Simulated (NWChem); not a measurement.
System: C$_{2}$H$_{3}$Br; SMILES C=CBr

```xyz
6

C     -0.3366     2.0998     0.0000
C      0.5178     1.0849     0.0000
Br    -0.0281    -0.7473     0.0000
H     -1.4129     1.9633     0.0000
H      0.0442     3.1181     0.0000
H      1.5962     1.1903     0.0000
```
Atoms are numbered in this order, from 1.

Program: NWChem. The geometry was optimised at B3LYP/6-31G* (spherical d). Static field.

Problem. Predict the results for PBE/def2-SVPD. Quantities: isotropic polarisability (bohr³); anisotropy (bohr³).

Solution. 
| Quantity | Value |
|---|---|
| isotropic polarisability (bohr³) | 49.4 |
| anisotropy (bohr³) | 29.0 |
